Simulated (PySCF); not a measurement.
## Ionising AsBr

TPSSh; basis As def2-TZVPPD, Br def2-TZVPPD; no relativity; PySCF 2.14. Neutral (UKS): triplet (π ↑↑), Re = 2.305 Å, ωe = 310 cm⁻¹, De = 2.93 eV, HOMO -6.13 eV, LUMO -3.51 eV.

AsBr⁻ (UKS): doublet (π ↑), Re = 2.454 Å, ωe = 234 cm⁻¹, De = 0.66 eV to As + Br⁻. The energies at the minima are -4809.88818 hartree for AsBr and -4809.93225 for AsBr⁻.

Problem. Work out the adiabatic electron affinity, without and with harmonic zero-point energies (1 hartree = 27.2114 eV, 1 eV = 8065.5 cm⁻¹), and the change of the bond length.

Solution. At TPSSh: 0.04407 hartree = 1.199 eV between the minima; the zero-point term (310.0 − 234.0)/2 cm⁻¹ = +0.005 eV makes it 1.204 eV. Re changes by +14.9 pm against the neutral. The electron enters a π orbital, and the longer bond of the ion fits an antibonding orbital, or a change in how ionic the bond is.

Spin–orbit coupling is left out. For an ion De counts to the pair picked by the measured ionisation energies or electron affinities, which need not be the lowest pair at this level. The highest Kohn–Sham level is positive in this anion. Much of that is self-interaction error, but it also means that the finite basis helps to hold the extra electron. States were picked by a PBE0 search and need not be the measured ground states.
